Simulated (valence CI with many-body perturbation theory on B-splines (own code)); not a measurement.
**Yb⁶³⁺ in brief**

Calculated by relativistic CI+MBPT: five valence electrons over a frozen Dirac-Fock core [He], a basis of 9 s, 9 p, 8 d, 6 f, 3 g, 1 h functions for each j, with the one-electron correlation potential Σ1, the two-electron term Σ2, the three-electron term Σ3, Breit, model QED; selected CI, second order for the rest (own B-spline code, finite nucleus).

The last digits are not significant, and no measured levels were compared; by estimate large intervals hold to a few tenths of a per cent, small ones and those within an open d or f shell to about a per cent. Among the levels kept, up to 1100 cm⁻¹ of a level comes from second order outside the variational space, and about a tenth of that is noise between levels of different J, which matters for small intervals.

Levels are named by their leading jj configuration (3d3/2^4 stands for four electrons in 3d with j = 3/2), which in mixed levels can hold well under half, so a name can repeat and another be missing.

Rates and lifetimes use the calculated energies. Strong lines usually hold to 10 to 20 %, long lifetimes can be off by a factor of two.

Q: What is the ground level?

A: (2s^2 2p1/2^2 2p3/2) J=3/2, composition 48 % 2s²2p³ ²P° + 27 % 2s²2p³ ²D° + 24 % 2s²2p³ ⁴S°, g = 1.319.

Q: How well does LS coupling describe the low levels?

A: Among the lowest 20 levels the leading LS term, summed over configurations, holds 63 % on average. For single configurations the figures are 63 % in LS and 100 % in jj coupling. Terms mix most in the J = 3/2 level at 8295.0 eV, where the leading one holds 35 %.

Q: Name the longest-lived excited levels whose lifetime is computed, and their main decay.

A: (2s^2 2p1/2 2p3/2^2) J=5/2 at 1093.8 eV lives 504 ps, mostly by M1 to (2s^2 2p1/2^2 2p3/2) J=3/2; (2s^2 2p1/2 2p3/2^2) J=1/2 at 1141.8 eV lives 152 ps, mostly by M1 to (2s^2 2p1/2^2 2p3/2) J=3/2; (2s^2 2p1/2 2p3/2^2) J=3/2 at 1071.0 eV lives 86.1 ps, mostly by M1 to (2s^2 2p1/2^2 2p3/2) J=3/2.

Q: What is the ionisation energy?

A: 14753 eV; NIST lists 14752 ± 19 eV (theoretical).

Q: What are the static dipole polarisabilities of the lowest levels?

A: (2s^2 2p1/2^2 2p3/2) J=3/2 9.28e-05 (tensor 1.8e-05) bohr³, of which the core gives 2.84e-07.
